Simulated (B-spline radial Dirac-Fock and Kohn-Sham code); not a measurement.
## Kohn-Sham estimates against Dirac-Fock for the levels of Re²⁺

System: Re²⁺ in the configuration [Xe] 4f14 5d5.

The density-functional columns are spherical, spin-unpolarised Dirac-Kohn-Sham results without Breit or QED terms: −ε is minus the orbital energy of the initial state and ΔSCF the difference of two total energies. The reference in the last column comes from Dirac-Fock energy differences between relaxed states, corrected for Breit and QED terms. All numbers are from a radial B-spline solver, in eV; a selection of levels is shown. The Kohn-Sham columns are given as differences from the reference. For the 1s level of heavy atoms much of the gap between ΔSCF and the reference is the Breit and QED part, -365.2 eV here; for other levels the error of the functional can be larger.

```
level  LDA −ε − DF  LDA ΔSCF − DF  PBE −ε − DF  PBE ΔSCF − DF  Dirac-Fock
    K       -210.7         +353.8       -151.3         +415.1     71700.2
   L1       -160.6          -57.5       -152.0          -49.2     12562.8
   L2       -112.1          +20.9       -108.2          +24.7     11986.9
   L3       -126.7          -13.0       -124.4          -10.9     10563.4
   M1        -83.8          -54.3        -81.5          -52.1      2967.4
   M2        -66.0          -34.2        -65.1          -33.4      2712.8
   M3        -65.3          -36.6        -64.8          -36.2      2399.9
   M4        -43.5           -8.8        -43.8           -9.1      1978.0
   M5        -44.8          -11.2        -45.0          -11.5      1911.4
   N1        -44.9          -31.3        -43.8          -30.2       659.1
   N2        -37.1          -23.6        -36.7          -23.2       552.5
   N3        -37.2          -24.2        -36.6          -23.6       479.5
   N4        -25.0          -12.3        -25.0          -12.3       304.4
   N5        -25.0          -12.5        -25.0          -12.5       290.9
   N6         -8.3           +3.4         -8.7           +2.9       68.87
   N7         -8.4           +3.1         -8.8           +2.7       66.48
   O1        -12.2           -4.1        -12.5           -4.5       114.1
   O2         -7.7           -0.1         -8.1           -0.6       79.69
   O3         -7.9           -0.6         -8.1           -0.9       68.71
 O4,5         -3.9           +1.9         -4.2           +1.5       25.59
```

Values without a named source are computed, but for edge energies of neutral atoms, which are taken from tables.
